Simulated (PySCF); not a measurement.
**Relaxation of quartet CrO₂⁻**

Computed with UPBE0 in PySCF with Cr def2-SVPD, O def2-SVPD; no relativity; density-fitted integrals. A (50,194) grid was used.

A hand-made bent start, of C2v symmetry, held to at least that symmetry:

```xyz
3
charge -1 multiplicity 4, angstrom
Cr    0.0000    0.0000   -0.3673
O     1.3762    0.0000    0.5963
O    -1.3762    0.0000    0.5963
```

What forces act on the atoms at the start (eV/Å)?


```
atom     Fx    Fy     Fz
 Cr1   0.00  0.00   4.52
  O2  -0.78  0.00  -2.26
  O3   0.78  0.00  -2.26
```

What does it relax to?

It ends at C2v with Cr–O 1.636 Å (×2); O–Cr–O 139.1°. A frequency run shows a minimum. Other isomers or separated fragments may lie lower.

How much energy is released, and in how many steps?

63.1 kJ/mol in 5 steps.

With open d or f shells other occupations or spin states may lie lower.

The relaxation took about 22 core-seconds on a shared host.
